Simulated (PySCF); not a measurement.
Assigning NMR signals

Mapped SMILES: `[cH:1]1[cH:2][cH:3][n:4]([B:5]2[O:6][CH2:7][CH2:8][O:9]2)[cH:10]1`. Hydrogens are named by the atom that carries them.

[PySCF: CAM-B3LYP/pcSseg-1 with gauge-including orbitals; PBE0-D3(BJ)/def2-SVP geometry; no relativistic terms; no solvent model; one computed conformer; equivalent nuclei averaged]

δ = σ(ref) − σ, references computed at the same level: ¹³C (σref 182.45) and ¹H (σref 31.33) against TMS.

**Question.** Assign these signals to the numbered atoms. ¹³C{¹H} NMR (computed): δ 130.9, 121.1, 68.8.

**Answer.** 
```tsv
δ (ppm)	atoms	environment	reason
130.9	C3/C10	aromatic CH next to a ring nitrogen	–
121.1	C1/C2	aromatic CH	–
68.8	C7/C8	sp3 CH2 bonded to O	pulled downfield by the heteroatom
```

**Question.** Assign these signals to the numbered atoms. ¹H NMR (300 MHz, computed): δ 7.06 (m, 2H), 6.39 (m, 2H), 4.34 (s, 4H).

**Answer.** 
7.06 → H(C3)/H(C10), hydrogen on an aromatic CH next to a ring nitrogen: it sits in the deshielding region of the aromatic ring current
6.39 → H(C1)/H(C2), hydrogen on an aromatic CH: the ring current deshields protons in the ring plane
4.34 → H(C7)/H(C8), hydrogen on an sp3 CH2 bonded to O: its carbon carries O, hence the downfield position

Shifts are as computed, not scaled to solution data. Of 1211 compounds with measured shifts, 218 miss one by over three times the rms of a fit or turn the order of signals round; such compounds aren't used in these exercises. No couplings were computed; multiplicities are counted from neighbouring protons, with m where these are inequivalent, close in shift, in a saturated or five-membered ring or joined by F or P, and br s for small geminal =CH2 splittings.
